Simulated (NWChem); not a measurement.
System: C2F4O; SMILES FC1(F)OC1(F)F

NWChem input:

```
start job
memory heap 200 mb stack 900 mb global 1100 mb
geometry units angstroms noautosym nocenter noautoz
  F     -1.091296     1.443664    -0.260329
  C      0.000000     0.725582    -0.006519
  F      1.091296     1.443664    -0.260329
  O      0.000000     0.000000     1.197755
  C      0.000000    -0.725582    -0.006519
  F      1.091296    -1.443664    -0.260329
  F     -1.091296    -1.443664    -0.260329
end
basis spherical
  * library def2-svp
end
dft
  xc b3lyp
  iterations 150
end
cosmo
  do_cosmo_smd true
  solvent cychexan
end
task dft energy
```

NWChem printed, in part:

```
             Northwest Computational Chemistry Package (NWChem) 7.3.0
             --------------------------------------------------------

                             Geometry "geometry" -> ""
                             -------------------------

 Output coordinates in angstroms (scale by  1.889725989 to convert to a.u.)

  No.       Tag          Charge          X              Y              Z
 ---- ---------------- ---------- -------------- -------------- --------------
    1 F                    9.0000    -1.09129600     1.44366400    -0.26032900
    2 C                    6.0000     0.00000000     0.72558200    -0.00651900
    3 F                    9.0000     1.09129600     1.44366400    -0.26032900
    4 O                    8.0000     0.00000000     0.00000000     1.19775500
    5 C                    6.0000     0.00000000    -0.72558200    -0.00651900
    6 F                    9.0000     1.09129600    -1.44366400    -0.26032900
    7 F                    9.0000    -1.09129600    -1.44366400    -0.26032900

 Effective nuclear repulsion energy (a.u.)     340.1975231757

                                 NWChem DFT Module
                                 -----------------

 Summary of "ao basis" -> "ao basis" (spherical)
 ------------------------------------------------------------------------------
       Tag                 Description            Shells   Functions and Types
 ---------------- ------------------------------  ------  ---------------------
 F                          def2-svp                 6       14   3s2p1d
 C                          def2-svp                 6       14   3s2p1d
 O                          def2-svp                 6       14   3s2p1d

 in cosmo_initialize ...
 calling solv_data for solv:cychexan

 solvent parameters
 solvname_short: cychexan
 solvname_long:  cyclohexane
 dielec:        2.0165
 dielecinf:     2.0352
 nonaqueous SMD model solvent descriptors
 dielec:        2.0165
 sola:          0.0000
 solb:          0.0000
 solc:          0.0000
 solg:         35.4800
 solh:          0.0000
 soln:          1.4266

          ---------------
          -cosmo- solvent
          ---------------
 Cosmo: York-Karplus, doi: 10.1021/jp992097l
 dielectric constant -eps-     =   2.02
 screen = (eps-1)/(eps    )    =   0.50409
 surface charge correction     = lagrangian

   van der Waals surface
 --------------------------

 ---------- ATOMIC COORDINATES (A.U.) ------------ VDWR(ANG.) --
     1   -2.06225041    2.72812938   -0.49195048     1.730
     2    0.00000000    1.37115116   -0.01231912     1.850
     3    2.06225041    2.72812938   -0.49195048     1.730
     4    0.00000000    0.00000000    2.26342875     2.294
     5    0.00000000   -1.37115116   -0.01231912     1.850
     6    2.06225041   -2.72812938   -0.49195048     1.730
     7   -2.06225041   -2.72812938   -0.49195048     1.730
 number of segments per atom =        128
 number of   points per atom =        128
 atom (   nspa,  nppa )
 ----------------------
    1 (     75,     0 )       0
    2 (     10,     0 )       0
    3 (     75,     0 )       0
    4 (     68,     0 )       0
    5 (     10,     0 )       0
    6 (     75,     0 )       0
    7 (     75,     0 )       0
 number of -cosmo- surface points =      388
 molecular surface =    121.684 angstrom**2
 molecular volume  =    104.783 angstrom**3
 -lineq- algorithm             =   0
 -bem- low  level              =   3
 -bem- from -octahedral-
 gaussian surface charge width =   4.50000
 degree of switching           =   1.00000
 switching function tolerance  =   0.00010
 atomic radii =
 --------------
    1  9.000  1.730
    2  6.000  1.850
    3  9.000  1.730
    4  8.000  2.294
    5  6.000  1.850
    6  9.000  1.730
    7  9.000  1.730
 ...... end of -cosmo- initialization ......

 nat:                     7
 ixmem:                  2814
 calling mnsol_interface()
 G(SMD-CDS) energy (kcal/mol)  =     1.252
 SMD-CDS SASA (angstrom**2)    =   124.660

            General Information
            -------------------
          SCF calculation type: DFT
          Wavefunction type:  closed shell.
          No. of atoms     :     7
          No. of electrons :    56
           Alpha electrons :    28
            Beta electrons :    28
          Charge           :     0
          Spin multiplicity:     1
          Use of symmetry is: off; symmetry adaption is: off
          Maximum number of iterations: 150
          AO basis - number of functions:    98
                     number of shells:    42
          Convergence on energy requested:  1.00D-06
          Convergence on density requested:  1.00D-05
          Convergence on gradient requested:  5.00D-04

              XC Information
              --------------
                         B3LYP Method XC Potential
                     Hartree-Fock (Exact) Exchange  0.200
                        Slater Exchange Functional  0.800 local
                    Becke 1988 Exchange Functional  0.720 non-local
              Lee-Yang-Parr Correlation Functional  0.810
                  VWN I RPA Correlation Functional  0.190 local

             Grid Information
             ----------------
          Grid used for XC integration:  medium
          Radial quadrature: Mura-Knowles
          Angular quadrature: Lebedev.
          Tag              B.-S. Rad. Rad. Pts. Rad. Cut. Ang. Pts.
          ---              ---------- --------- --------- ---------
          F                   0.50       49           8.0       434
          C                   0.70       49           6.0       434
          O                   0.60       49           6.0       434
          Grid pruning is: on
          Number of quadrature shells:   343
          Spatial weights used:  Erf1

      Superposition of Atomic Density Guess
      -------------------------------------

 Sum of atomic energies:        -547.11082040

      Non-variational initial energy
      ------------------------------

 Total energy =    -549.547751
 1-e energy   =   -1438.442630
 2-e energy   =     548.697356
 HOMO         =      -0.313646
 LUMO         =       0.227155

   convergence    iter        energy       DeltaE   RMS-Dens  Diis-err
 ---------------- ----- ----------------- --------- --------- ---------
     COSMO gas phase
 d= 0,ls=0.0,diis     1   -550.0555109148 -8.90D+02  2.47D-02  2.56D+00
 d= 0,ls=0.0,diis     2   -549.7635422039  2.92D-01  1.35D-02  6.51D+00
 d= 0,ls=0.0,diis     3   -550.3257361498 -5.62D-01  2.16D-03  6.64D-02
 d= 0,ls=0.0,diis     4   -550.3296076023 -3.87D-03  1.05D-03  1.92D-02
 d= 0,ls=0.0,diis     5   -550.3309578530 -1.35D-03  3.65D-04  5.06D-03
  Resetting Diis
 d= 0,ls=0.0,diis     6   -550.3313829148 -4.25D-04  2.92D-05  7.01D-06
 d= 0,ls=0.0,diis     7   -550.3313835849 -6.70D-07  4.73D-06  2.07D-07

   convergence    iter        energy       DeltaE   RMS-Dens  Diis-err
 ---------------- ----- ----------------- --------- --------- ---------
     COSMO solvation phase
 d= 0,ls=0.0,diis     1   -550.3307393243  6.44D-04  4.48D-04  2.88D-04
 d= 0,ls=0.0,diis     2   -550.3307642216 -2.49D-05  1.12D-04  2.44D-04
 d= 0,ls=0.0,diis     3   -550.3307830710 -1.88D-05  3.52D-05  4.27D-05
 d= 0,ls=0.0,diis     4   -550.3307866208 -3.55D-06  1.15D-05  1.94D-06
 d= 0,ls=0.0,diis     5   -550.3307867463 -1.25D-07  4.40D-06  6.56D-07

         Total DFT energy =     -550.330786746287
      One electron energy =    -1437.630282286981
           Coulomb energy =      608.570714202143
    Exchange-Corr. energy =      -61.272028086871
 Nuclear repulsion energy =      340.197523175650

             COSMO energy =       -0.196713750228

 Numeric. integr. density =       56.000001798812

                                COSMO-SMD solvation results
                                ---------------------------

             internal energy in gas <Psi(g)|H|Psi(g)> =      -550.331383584922
         internal energy in solvent <Psi(s)|H|Psi(s)> =      -550.331334243386
                               delta internal energy  =         0.000049341535 (    0.03 kcal/mol)
   total free energy in solvent <Psi(s)|H+V/2|Psi(s)> =      -550.332782508569
 polarization energy contribution <Psi(s)|V/2|Psi(s)> =        -0.001448265182 (   -0.91 kcal/mol)
    total free energy in solvent including G(SMD-CDS) =      -550.330786746287
                       G(SMD-CDS) energy contribution =         0.001995762282 (    1.25 kcal/mol)
     1 M fixed-concentration free energy of solvation =         0.000596838635 (    0.37 kcal/mol)

                       DFT Final Molecular Orbital Analysis
                       ------------------------------------

 Vector   26  Occ=2.000000D+00  E=-4.379836D-01
              MO Center=  2.8D-08, -1.1D-09,  2.5D-01, r^2= 2.9D+00
   Bfn.  Coefficient  Atom+Function         Bfn.  Coefficient  Atom+Function
  ----- ------------  ---------------      ----- ------------  ---------------
    47      0.407630  4 O  py                 6      0.260081  1 F  pz
    34      0.260081  3 F  pz                50      0.260630  4 O  py
    76     -0.260081  6 F  pz                90     -0.260081  7 F  pz
     9     -0.169947  1 F  pz                37     -0.169947  3 F  pz
    79      0.169947  6 F  pz                93      0.169947  7 F  pz

 Vector   27  Occ=2.000000D+00  E=-3.803130D-01
              MO Center=  1.2D-09,  5.2D-09,  8.1D-01, r^2= 1.7D+00
   Bfn.  Coefficient  Atom+Function         Bfn.  Coefficient  Atom+Function
  ----- ------------  ---------------      ----- ------------  ---------------
    46      0.581396  4 O  px                49      0.399432  4 O  px
     6     -0.132755  1 F  pz                34      0.132755  3 F  pz
    76      0.132755  6 F  pz                90     -0.132755  7 F  pz
     5      0.129965  1 F  py                33     -0.129965  3 F  py
    75      0.129965  6 F  py                89     -0.129965  7 F  py

 Vector   28  Occ=2.000000D+00  E=-3.487528D-01
              MO Center=  4.9D-09,  2.3D-09,  1.7D-01, r^2= 2.4D+00
   Bfn.  Coefficient  Atom+Function         Bfn.  Coefficient  Atom+Function
  ----- ------------  ---------------      ----- ------------  ---------------
    48      0.355669  4 O  pz                51      0.279072  4 O  pz
    20     -0.254586  2 C  pz                62     -0.254586  5 C  pz
    19     -0.208075  2 C  py                61      0.208075  5 C  py
     6     -0.170920  1 F  pz                34     -0.170920  3 F  pz
    76     -0.170920  6 F  pz                90     -0.170920  7 F  pz

 Vector   29  Occ=0.000000D+00  E= 8.897542D-02
              MO Center= -1.4D-08,  2.4D-09,  3.4D-02, r^2= 2.0D+00
   Bfn.  Coefficient  Atom+Function         Bfn.  Coefficient  Atom+Function
  ----- ------------  ---------------      ----- ------------  ---------------
    21      0.510585  2 C  px                63      0.510585  5 C  px
    18      0.456032  2 C  px                60      0.456032  5 C  px
    49     -0.343299  4 O  px                 3      0.296968  1 F  s
    31     -0.296968  3 F  s                 73     -0.296968  6 F  s
    87      0.296968  7 F  s                 46     -0.277874  4 O  px

 Vector   30  Occ=0.000000D+00  E= 9.577170D-02
              MO Center=  1.3D-09,  9.8D-10, -1.7D-01, r^2= 1.8D+00
   Bfn.  Coefficient  Atom+Function         Bfn.  Coefficient  Atom+Function
  ----- ------------  ---------------      ----- ------------  ---------------
    17      0.999543  2 C  s                 59     -0.999543  5 C  s
    20     -0.546121  2 C  pz                62      0.546121  5 C  pz
    23     -0.485877  2 C  pz                65      0.485877  5 C  pz
    22     -0.425281  2 C  py                64     -0.425281  5 C  py
    47      0.284192  4 O  py                50      0.275055  4 O  py

 Vector   31  Occ=0.000000D+00  E= 1.075221D-01
              MO Center=  1.4D-08, -6.3D-08,  7.0D-02, r^2= 3.3D+00
   Bfn.  Coefficient  Atom+Function         Bfn.  Coefficient  Atom+Function
  ----- ------------  ---------------      ----- ------------  ---------------
    17      1.032445  2 C  s                 59      1.032445  5 C  s
     3     -0.454965  1 F  s                 31     -0.454965  3 F  s
    73     -0.454965  6 F  s                 87     -0.454965  7 F  s
    22      0.449179  2 C  py                64     -0.449179  5 C  py
    45     -0.373235  4 O  s                 19      0.285825  2 C  py

     Multipole analysis of the density
     ---------------------------------

     L   x y z        total         alpha         beta         nuclear
     -   - - -        -----         -----         ----         -------
     0   0 0 0     -0.000000    -28.000000    -28.000000     56.000000

     1   1 0 0     -0.000000     -0.000000     -0.000000      0.000000
     1   0 1 0      0.000000      0.000000      0.000000      0.000000
     1   0 0 1     -0.291667     -0.270525     -0.270525      0.249383

     2   2 0 0    -27.608869    -90.356216    -90.356216    153.103563
     2   1 1 0     -0.000000     -0.000000     -0.000000      0.000000
     2   1 0 1      0.000000      0.000000      0.000000      0.000000
     2   0 2 0    -27.139436   -158.818470   -158.818470    290.497503
     2   0 1 1     -0.000000     -0.000000     -0.000000      0.000000
     2   0 0 2    -26.600365    -38.149807    -38.149807     49.699249
```

Level: B3LYP/def2-SVP, SMD on the gas-phase geometry. All runs use the structure optimised with B3LYP/6-31G* (spherical d). B3LYP is NWChem's, with the RPA form of VWN correlation. Solvent: cyclohexane.
